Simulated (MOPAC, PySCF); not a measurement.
C₂H₂O, SMILES `OC#C`, neutral singlet in the gas phase. 

Cartesian coordinates (Å):
```xyz
5

C      1.0989     0.0225    -0.1767
C     -0.0789    -0.1511    -0.0453
O     -1.3487    -0.4105     0.0705
H      2.1430     0.1817    -0.2914
H     -1.8144     0.3573     0.4220
```
Charge 0, multiplicity 1.

All levels are single points at this geometry (PBE0-D3(BJ)/def2-TZVP); Pople sets use spherical d functions. Orbital energies aren't observables, and empty levels follow the basis.

```json
[
 {"level": "PBE-D3(BJ)/def2-TZVP in PySCF", "HOMO (eV)": "-5.97", "LUMO (eV)": "-0.55", "gap (eV)": "5.42", "dipole (D)": "1.78", "vertical IE, Delta-SCF (eV)": "9.89"},
 {"level": "ωB97X-D3(BJ)/def2-TZVP in PySCF", "HOMO (eV)": "-9.75", "LUMO (eV)": "2.35", "gap (eV)": "12.10", "dipole (D)": "1.75", "vertical IE, Delta-SCF (eV)": "10.07"},
 {"level": "B3LYP/6-311+G** in PySCF", "HOMO (eV)": "-7.12", "LUMO (eV)": "-0.64", "gap (eV)": "6.48", "dipole (D)": "1.79", "vertical IE, Delta-SCF (eV)": "–"},
 {"level": "PBE/6-31G* in PySCF", "HOMO (eV)": "-5.47", "LUMO (eV)": "0.43", "gap (eV)": "5.91", "dipole (D)": "1.84", "vertical IE, Delta-SCF (eV)": "9.63"},
 {"level": "HF/3-21G in PySCF", "HOMO (eV)": "-10.13", "LUMO (eV)": "6.05", "gap (eV)": "16.18", "dipole (D)": "2.07", "vertical IE, Delta-SCF (eV)": "–"},
 {"level": "PM3 in MOPAC", "HOMO (eV)": "-10.28", "LUMO (eV)": "1.60", "gap (eV)": "11.88", "dipole (D)": "1.41", "vertical IE, Delta-SCF (eV)": "–"}
]
```
